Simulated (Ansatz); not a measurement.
# A relaxation, step by step

CH$_{2}$OZn (SMILES O=[CH][ZnH]), singlet, revPBE-D4/def2-SVPD (Ansatz 0.2.0). Settings:

```yaml
hamiltonian: {xc: {name: revPBE}, dispersion: d4}
relax: {f_tol: 0.2, max_steps: 30, max_displacement: 0.2}
```

Start (the SMILES describes the start alone):

```xyz
5
angstrom
O -0.0608 -0.9798 0.8691
C -0.7610 -0.6553 0.0028
Zn 0.4897 1.0691 -0.4958
H -1.5401 -0.9765 -0.4232
H 1.8587 1.6433 0.0657
```

```json
{"step": "1", "energy less the last (meV)": "1489.0", "largest force component (eV/Å)": "7.426"}
{"step": "2", "energy less the last (meV)": "503.8", "largest force component (eV/Å)": "2.358"}
{"step": "3", "energy less the last (meV)": "181.7", "largest force component (eV/Å)": "1.813"}
{"step": "4", "energy less the last (meV)": "139.3", "largest force component (eV/Å)": "1.254"}
{"step": "5", "energy less the last (meV)": "31.6", "largest force component (eV/Å)": "0.964"}
{"step": "6", "energy less the last (meV)": "2.3", "largest force component (eV/Å)": "0.219"}
{"step": "7", "energy less the last (meV)": "0.0", "largest force component (eV/Å)": "0.147"}
```

Step 2, positions (Å) and forces (eV/Å):

```csv
atom,x,y,z,Fx,Fy,Fz
O1,-0.118,-1.084,0.989,-0.967,-0.495,-1.368
C2,-0.608,-0.721,-0.096,1.226,2.358,1.382
Zn3,0.525,1.014,-0.451,0.479,-0.885,0.109
H4,-1.659,-0.871,-0.428,-0.378,-1.139,0.080
H5,1.847,1.761,0.004,-0.360,0.160,-0.203
```

Step 3, positions (Å) and forces (eV/Å):

| atom | x | y | z | Fx | Fy | Fz |
| --- | --- | --- | --- | --- | --- | --- |
| O1 | -0.207 | -1.229 | 1.004 | -1.000 | 0.327 | -1.804 |
| C2 | -0.629 | -0.665 | -0.036 | 1.048 | 0.761 | 1.813 |
| Zn3 | 0.596 | 0.958 | -0.325 | 0.427 | -0.291 | -0.011 |
| H4 | -1.641 | -0.867 | -0.490 | 0.007 | -0.635 | 0.100 |
| H5 | 1.868 | 1.904 | -0.134 | -0.482 | -0.163 | -0.098 |

Step 5, positions (Å) and forces (eV/Å):

```
atom       x       y       z      Fx      Fy      Fz
  O1  -0.336  -1.347   0.989   0.009  -0.964   0.866
  C2  -0.620  -0.610   0.069  -0.153   0.810  -0.799
 Zn3   0.690   0.892  -0.149   0.092   0.330  -0.364
  H4  -1.548  -0.825  -0.572   0.147  -0.037   0.166
  H5   1.799   1.990  -0.318  -0.094  -0.139   0.131
```

Last step (7):

O1  (-0.341, -1.350, 0.998)
C2  (-0.606, -0.604, 0.058)
Zn3  (0.684, 0.897, -0.223)
H4  (-1.546, -0.823, -0.545)
H5  (1.795, 1.982, -0.270)
(Å)

Hardware: 2 CPU threads of an Intel Xeon, shared host. Wall time about 35 s.
